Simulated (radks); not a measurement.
All-electron atom: Nd59+ in 1s1. All-electron calculation, Dirac Kohn-Sham, LDA (Slater exchange, Perdew-Wang correlation), spin-unpolarised, spherical densities, point nucleus. Program: a radial shooting solver on a logarithmic mesh with Libxc functionals.

Normalised radial functions P(r) = r R(r) (large component), r in bohr:

```
   r/bohr * 2s1/2 (the largest magnitude, 3.42, reaches the edge; | marks zero)
  0.00092                             |  *
 0.001013                             |   *
 0.001106                             |   *
 0.001217                             |   *
  0.00134                             |   *
 0.001475                             |    *
 0.001624                             |    *
 0.001773                             |     *
 0.001952                             |     *
 0.002148                             |     *
 0.002365                             |      *
 0.002603                             |      *
 0.002842                             |       *
 0.003129                             |       *
 0.003444                             |        *
 0.003791                             |         *
  0.00414                             |         *
 0.004557                             |          *
 0.005016                             |          *
 0.005521                             |           *
 0.006078                             |           *
 0.006637                             |            *
 0.007306                             |            *
 0.008042                             |             *
 0.008852                             |             *
 0.009744                             |             *
  0.01064                             |             *
  0.01171                             |             *
  0.01289                             |             *
  0.01419                             |             *
  0.01562                             |            *
  0.01706                             |           *
  0.01878                             |          *
  0.02067                             |        *
  0.02275                             |      *
  0.02504                             |    *
  0.02735                             |  *
   0.0301                             *
  0.03314                          *  |
  0.03648                       *     |
  0.04015                   *         |
  0.04384                *            |
  0.04826            *                |
  0.05312         *                   |
  0.05848       *                     |
  0.06437    *                        |
  0.07029   *                         |
  0.07737  *                          |
  0.08517  *                          |
  0.09375   *                         |
   0.1024    *                        |
   0.1127       *                     |
    0.124         *                   |
   0.1365            *                |
   0.1503                *            |
   0.1641                  *          |
   0.1807                     *       |
   0.1989                       *     |
   0.2189                         *   |
    0.241                           * |
   0.2631                            *|
   0.2896                            *|
   0.3188                             *
```

2s1/2 (empty): eigenvalue -12768.1 eV, 1 radial node at r = 0.0301 bohr, <r> = 0.0934 bohr, 90 % of the charge inside 0.144 bohr.
